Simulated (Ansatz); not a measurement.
System: sum formula H₃SiO (charge +1, singlet). It need not be the lowest isomer of its formula. 
Structure (B3LYP-D3(BJ)/def2-TZVP (Ansatz, a first-principles code) minimum search):
```
Si
O 1 1.5695
H 2 0.9684 1 130.53
H 1 1.4610 2 113.88 3 -180.00
H 1 1.4664 4 125.15 2 -180.00
```
Charge +1, spin multiplicity 1.

Quantity: vertical electron affinity (to the doublet state of charge +0; a negative value means that the extra electron is unbound and the number depends on the basis; each state is the SCF solution reached for its spin), in eV. Cores are frozen in the correlated levels unless marked. UHF or UKS for open shells. Spin-orbit coupling is left out. Non-relativistic. CBS(X,Y): correlation extrapolated as X^-3; Hartree-Fock from the larger set. [CCSD(T)-MP2]/basis is that difference in the basis named.

| level | program | vertical electron affinity (eV) |
|---|---|---|
| PBE/def2-TZVPD | Ansatz | 6.68 |
| r2SCAN/def2-TZVPD | Ansatz | 6.79 |
| PBE0/def2-TZVPD | Ansatz | 6.70 |
| wB97X-V/def2-TZVPD | Ansatz | 6.48 |
| B2PLYP/def2-TZVPD | Ansatz | 6.48 |
| SCS-MP2/aug-cc-pV(D+d)Z | Ansatz | 6.22 |
| SCS-MP2/def2-TZVPPD | Ansatz | 6.26 |
| CCSD/aug-cc-pV(D+d)Z | Ansatz | ? |
| CCSD/aug-cc-pV(T+d)Z | Ansatz | 6.48 |
| CCSD/def2-TZVPPD | Ansatz | ? |
| RI-MP2/CBS(aug-cc-pV(T+d)Z,aug-cc-pV(Q+d)Z)+[CCSD(T)-MP2]/aug-cc-pV(T+d)Z | Ansatz | 6.55 |

**Question.** Fill in the missing entries.

**Answer.** 
- CCSD/aug-cc-pV(D+d)Z, vertical electron affinity (eV): 6.40
- CCSD/def2-TZVPPD, vertical electron affinity (eV): 6.46
